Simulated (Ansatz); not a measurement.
Species: H5NSi, SMILES `N[SiH3]` (charge 0, multiplicity 1).

### Question
Give a relaxed geometry from B3LYP-D3(BJ)/def2-TZVPD run with Ansatz (a first-principles code).

### Answer
the end point of this relaxation (outside a Z-matrix the atoms follow the SMILES, hydrogens last).
Cartesian coordinates (Å) in one orientation:
```xyz
7

N      1.033     0.023     0.251
Si    -0.662     0.036    -0.068
H      1.655     0.618    -0.273
H      1.496    -0.832     0.516
H     -1.337    -0.682     1.038
H     -1.103     1.448    -0.121
H     -1.082    -0.611    -1.342
```
